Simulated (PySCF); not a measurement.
Species: C₅H₃FO₂.
InChI=1S/C5H3FO2/c6-5-3(7)1-2-4(5)8/h1-2,5H

The closed-shell ground state was solved at several levels (PySCF, density fitting, gas phase, non-relativistic). One conformer (not necessarily the lowest) at the GFN2-xTB geometry, without solvent, vibrations or thermal averaging.

```json
{"level": "PBE0/pcSseg-1", "basis functions": "151", "HOMO (eV)": "-7.79", "LUMO (eV)": "-3.18", "gap (eV)": "4.61", "dipole (D)": "3.96"}
{"level": "PBE0/def2-SVPD", "basis functions": "193", "HOMO (eV)": "-7.89", "LUMO (eV)": "-3.25", "gap (eV)": "4.64", "dipole (D)": "4.16"}
```

Task: Estimate the row for CAM-B3LYP/def2-SVPD, a basis of 193 functions; the other rows only guide the guess.

Result: HOMO -9.37 eV, LUMO -2.11 eV, gap 7.26 eV, dipole 4.25 D.

Task: Over all these levels, which gives the widest orbital gap and which the narrowest?

Result: CAM-B3LYP/def2-SVPD (range-separated hybrid) has the widest, 7.26 eV, and PBE0/pcSseg-1 (global hybrid, 25 % exact exchange) the narrowest, 4.61 eV. Functional and basis both differ between the two, so the spread mixes both effects.

Task: How far do the dipole and the HOMO energy spread over the levels?

Result: The dipole runs from 3.96 to 4.25 D (mean 4.12 D) and the HOMO from -9.37 to -7.79 eV.
